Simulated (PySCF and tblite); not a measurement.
C₆H₈FNO₂, numbered as in [CH3:1][O:2][c:3]1[cH:4][nH:5][c:6]([F:7])[c:8]1[O:9][CH3:10]. Level: PBE0-D3(BJ)/pcSseg-1//GFN2-xTB, thermal terms from GFN2-xTB, symmetry numbers and mirror pairs counted. Conformers within 2.5 kcal/mol (GFN2-xTB free energy) were kept, 4 at most. GIAO shieldings: PBE0/pcSseg-1. Shifts are against TMS (¹H), TMS (¹³C), CFCl3 (¹⁹F), NH3 (¹⁵N) at the same level. (PySCF 2.14, tblite 0.8.)

Torsions listed: C1–O2–C3–C4, C3–C8–O9–C10.

| conformer | shape | point group | mirror pair | ΔE(DFT) | Δ(G−E) at 250 K | δ H10 (ppm) |
| --- | --- | --- | --- | --- | --- | --- |
| 1 | 0°, 180° | Cs | no | 0.00 | 0.00 | 4.02 |
| 2 | 0°, 0° | Cs | no | 0.27 | -0.51 | 4.19 |
| 3 | 180°, 180° | Cs | no | 1.24 | -0.20 | 4.01 |

Energies in kcal/mol; the thermal term leaves out symmetry numbers and mirror images.

(1) Work out the weights at 250 K and the ¹H shift of H10 under fast exchange.

## Answers

(1) RT = 0.497 kcal/mol. Each conformer gets RT ln(σ/g), with σ the rotational symmetry number and g = 2 for a mirror pair: 1: σ = 1, g = 1, G = 0.00 + 0.00 + 0.00 = 0.00, 0.24 above the lowest, exp(−ΔG/RT) = 0.613; 2: σ = 1, g = 1, G = 0.27 − 0.51 + 0.00 = -0.24, 0.00 above the lowest, exp(−ΔG/RT) = 1.000; 3: σ = 1, g = 1, G = 1.24 − 0.20 + 0.00 = 1.03, 1.28 above the lowest, exp(−ΔG/RT) = 0.076. The sum is 1.689, so the weights are 36.3, 59.2, 4.5 %. The averaged shift is 4.12 ppm. At 298.15 K it is 4.12 ppm. At 298.15 K the leading conformer alone gives 4.19 ppm and bare DFT energies give 4.08 ppm.


¹⁵N shifts are against a computed isolated NH3 molecule, about 20 ppm from the liquid.

Conformer gaps in pcSseg-1 on xTB geometries can be 2 kcal/mol off for S=O, P=O and other polar bonds.